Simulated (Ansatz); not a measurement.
Start from `[NH2][In]([F])[SH]` and change one atom or group to get `[NH2][In]([SH])[O][SiH3]`.

Ansatz, PBE0-D4/def2-TZVP geometries, multiplicity 1. Each molecule was computed in one conformer, which needn't be the lowest.

Elements past krypton have def2 core potentials.

| property | `[NH2][In]([F])[SH]` |
| --- | --- |
| HOMO energy (B3LYP/def2-TZVPP) / eV | -7.46 |
| HOMO–LUMO gap (ωB97M-V/def2-TZVPP) / eV | 10.10 |
| size of the dipole moment (PBE/def2-TZVPP) / D | 2.39 |
| HOMO energy (PBE/def2-TZVPP) / eV | -6.38 |
| LUMO energy (PBE0/def2-TZVPP) / eV | -1.69 |
| size of the dipole moment (ωB97M-V/def2-TZVPP) / D | 2.46 |

(1) Give the same properties after the change, and the shifts. (An estimate is asked.)

## Answers

(1) Ansatz gave: 
```csv
property,`[NH2][In]([SH])[O][SiH3]`,shift
HOMO energy (B3LYP/def2-TZVPP) / eV,-7.36,0.10
HOMO–LUMO gap (ωB97M-V/def2-TZVPP) / eV,10.06,-0.04
size of the dipole moment (PBE/def2-TZVPP) / D,1.95,-0.44
HOMO energy (PBE/def2-TZVPP) / eV,-6.29,0.09
LUMO energy (PBE0/def2-TZVPP) / eV,-1.60,0.09
size of the dipole moment (ωB97M-V/def2-TZVPP) / D,1.97,-0.49
```

Dipoles are sizes alone; their direction can turn.

B3LYP here is the variant with VWN-RPA as its local correlation; programs differ in this.
